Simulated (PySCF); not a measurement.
First SCF of a structure search on singlet [TcN2]-, at a hand-made end-on geometry. PySCF input:

```python
from pyscf import gto, scf, dft
mol = gto.M(atom='''
Tc     0.000000     0.000000     0.000000
N      0.000000     0.000000     2.049700
N      1.044000     0.000000     2.649700''',
    basis={'Tc': 'def2-SVPD', 'N': 'def2-SVPD'},
    ecp={'Tc': 'def2-SVPD'},
    charge=-1, spin=0)
mf = dft.RKS(mol, xc='PBE')
mf.grids.atom_grid = (50, 194)
aux = {'Tc': 'def2-universal-JKFIT', 'N': 'def2-universal-JKFIT'}
mf = mf.density_fit(auxbasis=aux)
mf.conv_tol = 1e-08
mf.diis_space = 10
mf.max_cycle = 60
mf.init_guess = 'minao'
mf.verbose = 4
mf.kernel()
```

Excerpt of the output (cycles and frontier levels); where DIIS stalls, ADIIS, DIIS with a small level shift and a second-order solver take over in turn:

```
init E= -181.972783113014
  HOMO = -0.460472431241196  LUMO = -0.449245160951828  gap/eV = 0.30551
cycle= 1 E= -188.928009142635  delta_E= -6.96  |g|= 1.69  |ddm|= 3.08
  HOMO = 0.20685211939123  LUMO = 0.214117804239472  gap/eV = 0.19771
cycle= 2 E= -179.275636435015  delta_E= 9.65  |g|= 4.46  |ddm|= 20.6
  HOMO = 0.126370382087416  LUMO = 0.151161779898727  gap/eV = 0.67461
cycle= 3 E= -187.223517722823  delta_E= -7.95  |g|=  2.5  |ddm|= 20.7
cycle= 4 E= -189.76977852909  delta_E= -2.55  |g|= 0.738  |ddm|= 7.46
  HOMO = 0.0720379442607306  LUMO = 0.0785213033516175  gap/eV = 0.17642
cycle= 5 E= -189.611836639834  delta_E= 0.158  |g|=    1  |ddm|= 3.46
  HOMO = 0.0619019610496572  LUMO = 0.0641844091475807  gap/eV = 0.06211
cycle= 6 E= -189.832894229556  delta_E= -0.221  |g|= 0.643  |ddm|= 3.08
  HOMO = 0.0591371691956428  LUMO = 0.0647293591619421  gap/eV = 0.15217
cycle= 7 E= -189.952925306889  delta_E= -0.12  |g|= 0.271  |ddm|= 2.87
... 62 lines left out ...
cycle= 52 E= -189.981391999664  delta_E= 0.00462  |g|= 0.182  |ddm|= 0.642
cycle= 53 E= -189.985090526365  delta_E= -0.0037  |g|= 0.159  |ddm|= 2.21
cycle= 54 E= -189.976256398499  delta_E= 0.00883  |g|= 0.195  |ddm|= 2.27
cycle= 55 E= -189.982704977507  delta_E= -0.00645  |g|= 0.164  |ddm|= 0.237
cycle= 56 E= -189.970142045562  delta_E= 0.0126  |g|= 0.302  |ddm|= 1.88
cycle= 57 E= -189.994795084758  delta_E= -0.0247  |g|= 0.11  |ddm|= 1.79
cycle= 58 E= -189.986069927192  delta_E= 0.00873  |g|= 0.127  |ddm|= 1.57
cycle= 59 E= -189.992521154745  delta_E= -0.00645  |g|= 0.0937  |ddm|= 1.05
cycle= 60 E= -189.977885250956  delta_E= 0.0146  |g|= 0.185  |ddm|= 2.23
SCF not converged.
init E= -181.972783113014
  HOMO = -0.460472431241196  LUMO = -0.449245160951828  gap/eV = 0.30551
cycle= 1 E= -188.928009142635  delta_E= -6.96  |g|= 1.69  |ddm|= 3.08
  HOMO = 0.206852119391357  LUMO = 0.214117804239579  gap/eV = 0.19771
cycle= 2 E= -179.275636435017  delta_E= 9.65  |g|= 4.46  |ddm|= 20.6
  HOMO = 0.138824115130246  LUMO = 0.1668528982003  gap/eV = 0.76270
cycle= 3 E= -186.190582373562  delta_E= -6.91  |g|=  2.7  |ddm|= 21.1
  HOMO = 0.0737367268949619  LUMO = 0.0849259517805835  gap/eV = 0.30447
cycle= 4 E= -186.959888781125  delta_E= -0.769  |g|=  2.9  |ddm|= 9.08
cycle= 5 E= -189.781479380421  delta_E= -2.82  |g|= 0.844  |ddm|= 3.56
  HOMO = 0.0587738436667316  LUMO = 0.0605136450987244  gap/eV = 0.04734
cycle= 6 E= -189.783276749867  delta_E= -0.0018  |g|= 0.897  |ddm|= 3.36
  HOMO = 0.0221301440291099  LUMO = 0.0285699810401847  gap/eV = 0.17524
cycle= 7 E= -189.810340758903  delta_E= -0.0271  |g|= 0.721  |ddm|= 2.55
... 10 lines left out ...
  HOMO = 0.0539088751222295  LUMO = 0.0550759637574225  gap/eV = 0.03176
cycle= 14 E= -189.935629690388  delta_E= 0.0255  |g|= 0.368  |ddm|= 1.57
cycle= 15 E= -189.986756162596  delta_E= -0.0511  |g|= 0.189  |ddm|= 2.52
cycle= 16 E= -189.986635236617  delta_E= 0.000121  |g|= 0.16  |ddm|= 2.36
  HOMO = 0.0580225740839121  LUMO = 0.0590747941581503  gap/eV = 0.02863
cycle= 17 E= -189.967787250078  delta_E= 0.0188  |g|= 0.309  |ddm|= 2.34
cycle= 18 E= -189.974280591011  delta_E= -0.00649  |g|= 0.221  |ddm|= 2.32
cycle= 19 E= -189.987057468576  delta_E= -0.0128  |g|= 0.146  |ddm|= 2.35
cycle= 20 E= -189.989483988962  delta_E= -0.00243  |g|= 0.193  |ddm|= 0.549
SCF not converged.
init E= -189.989483988962
  HOMO = 0.00812409371739875  LUMO = 0.0836829666785501  gap/eV = 2.05606
cycle= 1 E= -189.841336204714  delta_E= 0.148  |g|= 0.77  |ddm|= 0.935
  HOMO = 0.247993802328112  LUMO = 0.255404909253257  gap/eV = 0.20167
cycle= 2 E= -184.145683202353  delta_E=  5.7  |g|= 3.66  |ddm|=    9
  HOMO = 0.118933709945886  LUMO = 0.122876732177111  gap/eV = 0.10730
cycle= 3 E= -188.695592998355  delta_E= -4.55  |g|= 2.12  |ddm|= 6.08
  HOMO = 0.0636922760763614  LUMO = 0.136734454177696  gap/eV = 1.98758
cycle= 4 E= -189.585504741405  delta_E= -0.89  |g|= 1.18  |ddm|=  2.3
  HOMO = 0.0593339186695823  LUMO = 0.141350797466643  gap/eV = 2.23179
cycle= 5 E= -189.910277595699  delta_E= -0.325  |g|= 0.457  |ddm|=  1.1
  HOMO = 0.0302026818950178  LUMO = 0.104595690152882  gap/eV = 2.02434
cycle= 6 E= -189.978928448121  delta_E= -0.0687  |g|= 0.189  |ddm|= 0.784
  HOMO = 0.0308933753488017  LUMO = 0.109041448878383  gap/eV = 2.12652
... 39 lines left out ...
  HOMO = 0.0583147556302118  LUMO = 0.150683190668599  gap/eV = 2.51347
cycle= 27 E= -189.999381009893  delta_E= -5.88e-05  |g|= 0.0144  |ddm|= 0.0279
  HOMO = 0.0579645612126993  LUMO = 0.150379819853545  gap/eV = 2.51475
cycle= 28 E= -189.999450307675  delta_E= -6.93e-05  |g|= 0.0101  |ddm|= 0.0239
  HOMO = 0.0578899628428716  LUMO = 0.150475514918964  gap/eV = 2.51938
cycle= 29 E= -189.999487860203  delta_E= -3.76e-05  |g|= 0.00813  |ddm|= 0.0191
  HOMO = 0.0576676549958762  LUMO = 0.150330044934588  gap/eV = 2.52147
cycle= 30 E= -189.999519275988  delta_E= -3.14e-05  |g|= 0.00522  |ddm|= 0.0167
SCF not converged.
  HOMO = 0.048659988175505  LUMO = 0.0563718139169346  gap/eV = 0.20985
macro= 0  E= -189.999580253967  delta_E= -6.0978e-05  |g|= 0.000121873  3 KF 13 JK
macro= 1  E= -189.999580255525  delta_E= -1.55796e-09  |g|= 4.892e-05  1 KF 4 JK
macro X = 2  E=-189.999580255525  |g|= 4.892e-05  total 5 KF 20 JK
converged SCF energy = -189.999580255525
```

This is not the lowest solution: another start and a stability analysis within the same restricted form found one 5.6 kJ/mol lower, at -190.00171 Eh.

Stability towards spin polarisation was not tested.

The search for the lowest solution, 3 starts and the stability check together, took 27 s on 2 threads of a shared Arm Neoverse V2 host, with 74 basis functions; the process peaked at 0.36 GiB. Launch command: `OMP_NUM_THREADS=2 python axn.py task.json out`.
